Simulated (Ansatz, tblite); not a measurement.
Removing and adding an electron: the cluster AlCu2. Total charge 0; doublet. Geometry: PBE-D4/def2-TZVP. Ansatz, gas phase; energy differences of separate SCF runs; the oxidised species is a singlet (the triplet lies 0.42 eV higher at PBE0-D4/def2-TZVP); the reduced species is a singlet (the triplet lies 0.42 eV higher at PBE0-D4/def2-TZVPD).

```xyz
3

Al   -0.182   -0.766    1.228
Cu    0.096   -0.612   -1.235
Cu    0.086    1.377    0.008
```

The xTB rows come from tblite. The structure comes from a short search, and lower isomers may exist.

| level | −HOMO (eV) | vertical IE (eV) | −LUMO (eV) | vertical EA (eV) | HOMO–LUMO gap (eV) | IE − EA (eV) | remarks |
| --- | --- | --- | --- | --- | --- | --- | --- |
| GFN1-xTB | – | 11.85 | – | 6.44 | – | 5.40 | – |
| GFN2-xTB | – | 9.60 | – | 4.37 | – | 5.23 | – |
| PBE-D4/def2-TZVP | 4.38 | 6.89 | 3.74 | – | 0.64 | – | restricted SCF unstable in HF (+1 singlet) |
| PBE-D4/def2-TZVPD | 4.39 | – | 3.75 | 1.54 | 0.64 | – | HOMO above zero (-1 singlet), restricted SCF unstable in HF (-1 singlet) |
| r2SCAN-D4/def2-TZVP | 4.60 | 6.92 | 3.43 | – | 1.18 | – | restricted SCF unstable in HF (+1 singlet) |
| r2SCAN-D4/def2-TZVPD | 4.61 | – | 3.43 | 1.46 | 1.18 | – | HOMO above zero (-1 singlet), restricted SCF unstable in HF (-1 singlet) |
| PBE0-D4/def2-TZVP | 4.94 | 6.69 | 2.76 | – | 2.18 | – | restricted SCF unstable in HF (+1 singlet) |
| PBE0-D4/def2-TZVPD | 4.96 | – | 2.77 | 1.32 | 2.18 | – | HOMO above zero (-1 singlet), restricted SCF unstable in HF (-1 singlet) |

Run but left out: HF/def2-TZVPP, MP2/def2-TZVPP, HF/def2-TZVPD, MP2/def2-TZVPD (doublet: ⟨S²⟩ 1.07, where a pure state has 0.75); CCSD/def2-TZVPP, CCSD(T)/def2-TZVPP (charge +1 singlet: restricted singlet, unstable towards broken spin symmetry); CCSD/def2-TZVPD, CCSD(T)/def2-TZVPD (charge -1 singlet: restricted singlet, unstable towards broken spin symmetry).   A HOMO above zero means that the electron is unbound at that level or that self-interaction error raises the level; the energy of removing that electron tells which. HOMO and LUMO are the levels of the spin that leaves or enters (xTB has no such levels and no spin-polarisation term). Other spin states of the ions may lie lower, which would lower the ionisation energy or raise the affinity. Raw xTB energy differences between charge states are shifted by several eV; the methods need an empirical correction for them.
